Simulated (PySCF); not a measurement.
Electrostatic solvation of a mixed set.

Computed with PySCF at PBE0/pcSseg-1, non-relativistic, each on one gas-phase PBE0-D3(BJ)/def2-SVP geometry that isn't relaxed in the solvent. The solvent is an IEF-PCM continuum (van der Waals radii × 1.2). Only the electrostatic response of the medium enters.

Problem. Order them by E(solvent) − E(gas) in acetone (ε = 20.49), most negative first (kcal/mol).
A. `[SiH3:1][CH2:2][c:3]1[cH:4][cH:5][c:6]2[c:7]([cH:8]1)[CH2:9]2` with Si1–C2–C3–C4 89°
B. `[CH:1]#[C:2][C:3]1=[CH:4][Si@H:5]([CH2:6][CH3:7])[CH:8]=[CH:9]1` with C4–Si5–C6–C7 67°
C. `[CH:1]#[C:2][C@H:3]([CH3:4])[C:5]1=[CH:6][SiH2:7][CH:8]=[CH:9]1` with C2–C3–C5–C6 14°
D. `[CH3:1][C:2]#[C:3][C:4]#[C:5]/[CH:6]=[CH:7]/[CH2:8][SiH3:9]` with C6–C7–C8–Si9 -103°
E. `[BH3-][S+](C)C`

Solution. E (-7.2), D (-5.0), C (-4.1), B (-3.8), A (-2.9).

```csv
SMILES,charge,ΔE (kcal/mol),polarisation term (kcal/mol),HOMO shift (eV),dipole gas (D),dipole solvent (D),atoms
[BH3-][S+](C)C,0,-7.2,-8.6,-0.10,4.89,6.23,13
CC#CC#C/C=C/C[SiH3],0,-5.0,-6.2,-0.15,0.43,0.71,19
C#C[C@H](C)C1=C[SiH2]C=C1,0,-4.1,-4.6,-0.03,0.92,1.40,19
C#CC1=C[Si@H](CC)C=C1,0,-3.8,-4.2,-0.09,0.87,1.19,19
[SiH3]Cc1ccc2c(c1)C2,0,-2.9,-3.3,0.00,0.50,0.75,19
```

The polarisation term is half the interaction of the solute with the induced surface charges.
